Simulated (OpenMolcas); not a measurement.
**Cl²⁺: effect of the basis set**

```yaml
Program: OpenMolcas 26.06
Method: "SS-CASPT2, IPEA 0.25 Eh, imaginary shift 0.1 Eh (closed shells correlated: 2s 2p 3s)"
Active_space: 3 electrons in 3 orbitals (3p)
State_averaging: 2S+1 = 4 odd, 1 root; 2S+1 = 2 odd, 8 roots
Spin-orbit_coupling: RASSI with atomic mean-field integrals over the reference wave functions, term energies averaged over their components
```

A. ANO-R1 [4s3p1d], X2C, finite nucleus; CASPT2 step of the order of 0.9 core-seconds
B. ANO-L-VTZP [5s4p2d1f], non-relativistic, point nucleus; CASPT2 step roughly 1.3 core-seconds
C. ANO-RCC-VTZP [5s4p2d1f], DKH2, point nucleus; CASPT2 step of the order of 0.7 core-seconds
D. ANO-R2 [5s4p3d1f], X2C, finite nucleus; CASPT2 step roughly 1.1 core-seconds
E. ANO-RCC-VQZP [6s5p3d2f1g], DKH2, point nucleus; CASPT2 step of the order of 1.5 core-seconds
F. ANO-R3 [6s5p4d3f1g], X2C, finite nucleus; CASPT2 step roughly 1.4 core-seconds

Energies in eV above 3s² 3p³ ⁴S°_3/2, the measured ground level; measured values from Moore, Atomic Energy Levels, vol. I, NSRDS-NBS 35 (1971 reprint of NBS Circular 467, 1949).

| Level | A | B | C | D | E | F | Measured |
| --- | --- | --- | --- | --- | --- | --- | --- |
| 3s² 3p³ ⁴S°_3/2 | 0.0000 | 0.0000 | 0.0000 | 0.0000 | 0.0000 | 0.0000 | 0.0000 |
| 3s² 3p³ ²D°_3/2 | 2.549 | 2.348 | 2.344 | 2.355 | 2.279 | 2.277 | 2.2383 |
| 3s² 3p³ ²D°_5/2 | 2.556 | 2.354 | 2.351 | 2.361 | 2.286 | 2.284 | 2.2466 |
| 3s² 3p³ ²P°_1/2 | 4.145 | 3.959 | 3.956 | 3.969 | 3.870 | 3.850 | 3.6962 |
| 3s² 3p³ ²P°_3/2 | 4.155 | 3.967 | 3.965 | 3.977 | 3.878 | 3.859 | 3.7080 |

Deviations, from unrounded energies. A percentage is the sum of absolute deviations over the sum of measured energies, with the sign that they share, or ± where signs differ.

```
                        Against measurement  Levels      A     B     C     D     E     F
             mean absolute deviation (cm-1)       4   3100  1500  1500  1600   850   770
other terms of the ground configuration (%)       4  +12.7  +6.2  +6.1  +6.5  +3.6  +3.2
```

F lies closest to measurement on these levels and A furthest from it. The largest miss of F in the table is 3s² 3p³ ²P°_1/2, by +1200 cm-1. The ranking rests on the paired levels alone, and a cruder setting can come out closer through cancelling errors.

Among A to F the level of the table that moves most is 3s² 3p³ ²P°_3/2, by 2400 cm-1 (lowest in F, highest in A). Moves below CASPT2's spread within the term are not significant.

Term energies are means over components that CASPT2 splits; among the terms shown or strongly mixed into the levels shown the widest spread is 220 cm-1 (3s² 3p³ ²D°, B). With the s shell closed, the reference lacks s² → p² mixing. Computed and measured levels are paired by configuration, term and J; levels that our copy of the source lacks, or whose pairing is in doubt (as where it misses far off the trend of its configuration), stay unpaired and out of the deviations. Levels of configurations outside the active space are missing.

° marks odd parity.
